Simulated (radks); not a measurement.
Task: These are the eigenvalues of the occupied orbitals of an atom or ion with whole-number occupations (eV). Calculated with a radial shooting solver on a logarithmic mesh with Libxc functionals: non-relativistic Kohn-Sham, MS2 meta-GGA, spin-polarised, spherical densities, point nucleus; meta-GGA in the generalised Kohn-Sham scheme.

1s up: -75096.59
1s down: -75096.58
2s up: -12600.41
2s down: -12600.25
2p up: -12115.04
2p down: -12114.91
3s up: -2991.588
3s down: -2991.582
3p up: -2762.442
3p down: -2762.415
3d up: -2338.374
3d down: -2338.251
4s up: -666.3290
4s down: -666.1838
4p up: -566.5020
4p down: -566.3344
4d up: -384.0097
4d down: -383.7916
4f up: -139.5721
4f down: -139.3042
5s up: -121.9587
5s down: -120.1037
5p up: -89.6317
5p down: -87.7554
5d up: -38.0344
5d down: -36.3897
6s up: -23.2448
6s down: -22.8388

Which element is it, and in what charge state? The configuration may be excited. Open shells, if any, are filled with parallel spins first.

Result: Z = 80, mercury, charge +2: Hg2+ in [Xe] 4f14 5d8 6s2. The list shows which subshells hold electrons but not how many an open one holds; the 1s level, -2759.7 hartree, gives Z - s = 74.3 by -(Z - s)^2/2, which with screening narrows Z to a few neighbours, and the depths of the outer levels then fix element, charge and occupations together.
